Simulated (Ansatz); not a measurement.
**Molecular dynamics, step by step**

SiH6ClOF, closed shell, BHLYP-D4/def2-SVPD (Ansatz 0.2.0). Settings (timestep in fs, temperature in K; T counts 24 degrees of freedom):

```yaml
hamiltonian: {xc: {name: BHLYP}, dispersion: d4}
md: {n_steps: 60, timestep: 0.75, temperature: 200, ensemble: nve, seed: 911, initial_velocities: maxwell_boltzmann}
```

Start, the saddle point found with PBE0-D4 in triple zeta (not stationary at another level):

Si1  (-0.814, 0.521, -0.800)
H2  (0.386, -0.589, -0.925)
H3  (-1.474, -0.316, -1.857)
H4  (-1.209, 1.878, -1.245)
Cl5  (0.876, 1.683, 0.350)
H6  (0.496, -1.274, 1.671)
F7  (-1.533, 0.031, 0.557)
H8  (0.740, -0.910, -0.003)
O9  (1.217, -1.015, 1.079)
H10  (1.316, -0.008, 1.173)
(Å)

```
step  time (fs)  potential energy less the start (meV)  kinetic energy (meV)  T (K)
   0       0.00                                    0.0                 206.8    200
   4       3.00                                   66.9                 141.7    137
   8       6.00                                   50.4                 158.1    153
  12       9.00                                  -15.8                 222.0    215
  16      12.00                                   16.1                 192.2    186
  20      15.00                                  -64.7                 272.3    263
  24      18.00                                 -127.4                 336.1    325
  28      21.00                                 -315.1                 522.2    505
  32      24.00                                 -522.3                 727.7    704
  36      27.00                                 -605.7                 811.3    785
  40      30.00                                 -573.2                 784.7    759
  44      33.00                                 -881.5                1085.1   1049
  48      36.00                                 -838.4                1045.5   1011
  52      39.00                                 -946.7                1157.9   1120
  56      42.00                                -1277.9                1482.9   1434
  60      45.00                                -1251.9                1458.3   1410
```

Step 28, positions (Å) and forces (eV/Å):

| atom | x | y | z | Fx | Fy | Fz |
| --- | --- | --- | --- | --- | --- | --- |
| Si1 | -0.861 | 0.508 | -0.886 | -1.198 | -0.610 | 0.307 |
| H2 | 0.351 | -0.328 | -1.096 | 0.004 | -0.160 | -0.329 |
| H3 | -1.769 | -0.210 | -1.808 | -0.288 | -0.106 | -0.129 |
| H4 | -1.069 | 1.920 | -1.169 | -0.125 | 0.113 | -0.346 |
| Cl5 | 0.903 | 1.649 | 0.390 | 1.065 | 0.670 | 1.177 |
| H6 | 0.554 | -1.225 | 1.719 | -0.246 | 0.008 | 0.206 |
| F7 | -1.507 | 0.019 | 0.593 | 0.555 | 0.157 | -0.697 |
| H8 | 0.834 | -0.995 | 0.231 | -0.751 | -0.668 | -1.906 |
| O9 | 1.215 | -0.935 | 1.090 | 0.984 | -0.169 | 1.690 |
| H10 | 1.255 | 0.154 | 1.067 | 0.001 | 0.764 | 0.027 |

Step 48, positions (Å) and forces (eV/Å):

```
atom       x       y       z      Fx      Fy      Fz
 Si1  -1.003   0.442  -0.970  -0.933   0.562  -1.285
  H2   0.181  -0.234  -1.496   0.180  -0.487   0.229
  H3  -2.205  -0.068  -1.660  -0.017  -0.278  -0.149
  H4  -0.912   1.843  -1.398  -0.261   0.084   0.250
 Cl5   0.976   1.709   0.468   0.813  -0.626   1.111
  H6   0.486  -1.095   1.709  -0.481  -0.121   0.545
  F7  -1.427   0.030   0.555   0.366  -0.060   0.375
  H8   1.029  -1.556   0.361   0.606   1.400   1.077
  O9   1.229  -0.962   1.135  -0.149  -1.781  -0.833
 H10   1.223   0.345   1.036  -0.124   1.306  -1.320
```

Step 56, positions (Å) and forces (eV/Å):

| atom | x | y | z | Fx | Fy | Fz |
| --- | --- | --- | --- | --- | --- | --- |
| Si1 | -1.083 | 0.415 | -1.030 | -0.845 | -0.035 | -0.755 |
| H2 | 0.128 | -0.335 | -1.502 | -0.503 | 0.160 | 0.182 |
| H3 | -2.377 | -0.079 | -1.619 | 0.548 | -0.116 | -0.085 |
| H4 | -1.018 | 1.847 | -1.428 | 0.000 | -0.330 | 0.330 |
| Cl5 | 1.017 | 1.749 | 0.509 | 0.655 | 0.138 | 0.240 |
| H6 | 0.450 | -1.112 | 1.719 | -0.154 | -0.165 | -0.256 |
| F7 | -1.380 | 0.038 | 0.541 | 0.224 | 0.138 | -0.002 |
| H8 | 1.233 | -1.686 | 0.439 | -0.234 | 1.489 | 1.796 |
| O9 | 1.228 | -1.005 | 1.173 | 0.526 | -1.790 | -1.388 |
| H10 | 1.328 | 0.470 | 0.809 | -0.218 | 0.510 | -0.061 |

Last step (60):

Si1  (-1.127, 0.402, -1.065)
H2  (0.047, -0.378, -1.477)
H3  (-2.400, -0.102, -1.608)
H4  (-1.078, 1.803, -1.397)
Cl5  (1.040, 1.770, 0.532)
H6  (0.430, -1.129, 1.694)
F7  (-1.355, 0.042, 0.535)
H8  (1.312, -1.705, 0.518)
O9  (1.229, -1.032, 1.194)
H10  (1.354, 0.608, 0.650)
(Å)

Hardware: 4 CPU threads of an Arm Neoverse V1, shared host. Wall time about 2.3 min.
